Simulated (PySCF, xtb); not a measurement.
Ga(Cl)(vinyl)(NH2) (C2H5ClGaN), SMILES C=[CH][Ga]([NH2])[Cl].

GFN2-xTB (xtb) at its own geometry gives an orbital gap of 3.87 eV and a dipole moment of 2.92 D.

The structure is a stationary point at r2SCAN-D4/def2-SVP. The structure was generated by enumeration; whether it is a known compound was not checked. The values are those of a single conformer.

Task: What does PySCF with PBE/def2-TZVP give? (Estimate from the structure and the level; the computed values follow.)

Result: gap 4.01 eV (levels -6.15 and -2.14 eV), dipole 2.98 D.
